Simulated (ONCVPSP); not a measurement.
## Co (Z = 27), ONCV: configuration errors across variants

```json
{"Element": "Co", "Generator": "ONCVPSP 4.0.1", "Type": "optimised norm-conserving Vanderbilt (ONCV)", "Functional": "PBE", "Relativity": "scalar-relativistic", "Frozen core": "[Ne] 3s2", "Valence charge": "15", "Reference configuration": "3p6 3d7 4s0.5 (charge +1.5)", "Partial waves": "4s: rc 1.80 bohr, ncon 3, nbas 7, qcut 4 1/bohr, 3 projectors, debl 1.3 Ha; 3p: rc 0.90 bohr, ncon 4, nbas 7, qcut 10.3 1/bohr, 3 projectors, debl 3.8 Ha; 3d: rc 0.90 bohr, ncon 3, nbas 8, qcut 14.6 1/bohr, 3 projectors, debl 1.3 Ha", "Local potential": "polynomial inside 0.80 bohr (lpopt 3, dvloc0 0 Ha)", "Core correction": "none"}
```

All-electron excitation energies from the reference (eV): (1) 3p6 3d7 4s2 -16.400; (2) 3p6 3d7 4s1 -7.370; (3) 3p6 3d7 4s0 9.416.

3 further variants failed, have other tests or too few solved ones, and are left out.

A true bound ghost makes a file unfit for plane-wave use even where its test errors are small: the radial tests pick states by their node count and pass the ghost by.

Errors AE − PS in meV (a dash: test not solved or not reliable):

| change | (1) | (2) | (3) | bound ghosts | GHOST(+) flags above zero |
| --- | --- | --- | --- | --- | --- |
| base | -9.6 | -0.6 | -3.0 | s | none |
| s: rc 1.5 | -2.2 | +0.6 | -2.1 | s | s |
| s: rc 2.22 | -12 | -1.1 | -2.7 | s | s |
| s: rc 2.46 | -12 | -1.4 | -3.3 | s | none |
| s: rc 2.56 | -13 | -1.6 | -3.8 | s | none |

(1) Give the same row for: s: rc 1.64.

Answers

(1) -6.8, -0.1, -3.0; bound ghosts: s; GHOST(+) flags above zero: none.
